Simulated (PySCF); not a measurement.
Energy of Pd⁺ (palladium, charge +1) between two integer charges

The 4d beta orbital of [Kr] 4d9 is emptied in steps (occupation f), with all orbitals relaxed, ending at [Kr] 4d8. All numbers are calculated (PySCF 2.14, scalar relativity through the core potential, in aug-cc-pVDZ-PP with ECP28MDF). The exact energy is a straight line in f; departures are measured from the line between the end points of the same method.

**Question.** Among BHandHLYP, wB97X, TPSS, which shows the largest delocalisation error (convex curve), and which is closest to linear?

**Answer.** Most convex: TPSS (-1.430 eV at f = 0.5); closest to linear: wB97X (-0.369 eV).

```json
{"f": "1", "BHandHLYP (eV)": "0.000", "wB97X (eV)": "0.000", "TPSS (eV)": "0.000"}
{"f": "0.9", "BHandHLYP (eV)": "-0.182", "wB97X (eV)": "-0.128", "TPSS (eV)": "-0.508"}
{"f": "0.7", "BHandHLYP (eV)": "-0.434", "wB97X (eV)": "-0.305", "TPSS (eV)": "-1.194"}
{"f": "0.5", "BHandHLYP (eV)": "-0.526", "wB97X (eV)": "-0.369", "TPSS (eV)": "-1.430"}
{"f": "0.3", "BHandHLYP (eV)": "-0.449", "wB97X (eV)": "-0.314", "TPSS (eV)": "-1.208"}
{"f": "0.1", "BHandHLYP (eV)": "-0.196", "wB97X (eV)": "-0.136", "TPSS (eV)": "-0.520"}
{"f": "0", "BHandHLYP (eV)": "0.000", "wB97X (eV)": "0.000", "TPSS (eV)": "0.000"}
```

```csv
method,E(f=0) − E(f=1) (eV),−ε at f=1 (eV),−ε at f=0.5 (eV)
BHandHLYP,19.070,17.066,19.024
wB97X,19.374,17.972,19.346
TPSS,19.232,13.612,19.191
```

Reference removal energy between the ground levels: 19.43 ± 0.12 eV (semi-empirical (NIST evaluation); NIST Atomic Spectra Database, ionization energies). The calculation has no spin-orbit coupling. The determinant left behind need not be the lowest term of the ion.
